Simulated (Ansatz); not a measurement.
Input file for Ansatz (a quantum-chemistry and plane-wave program): R-CCSD(T)/cc-pV(D+d)Z on ClH5OSi2 (SMILES [SiH3]O[SiH2]Cl). The basis file is the Basis Set Exchange's JSON of that set.

Ansatz 0.2 input:
```yaml
crystal:
  periodic: [false, false, false]
  atoms:
    - {symbol: Si, position_ang: [-1.51601257, -0.35806977, -0.11085083]}
    - {symbol: O, position_ang: [0.08342638, -0.42034274, -0.37121851]}
    - {symbol: Si, position_ang: [1.57140311, 0.16896565, 0.01676443]}
    - {symbol: Cl, position_ang: [-2.06186297, 1.54626558, 0.47624433]}
    - {symbol: H, position_ang: [-2.22064697, -0.66327117, -1.36570277]}
    - {symbol: H, position_ang: [-1.89383235, -1.27499282, 0.97860996]}
    - {symbol: H, position_ang: [1.79608246, 0.04754813, 1.47465720]}
    - {symbol: H, position_ang: [2.57165544, -0.63466579, -0.71469981]}
    - {symbol: H, position_ang: [1.66968747, 1.58856293, -0.38370398]}
basis:
  gaussian:
    orbitals: cc-pV_D+d_Z.json
magnetization: {spin_polarized: false}
correlation: {method: ccsd_t, electrons: outside_noble_gas}
scf: {lower_state_search: off}
```

Question: Give the final energy of this run.

Answer: -1115.8786 hartree (reference determinant -1115.2963, T1 diagnostic 0.011).

Question: How many basis functions does it have, and what does it roughly cost on one machine?

Answer: 108 functions; roughly 14 core-seconds.
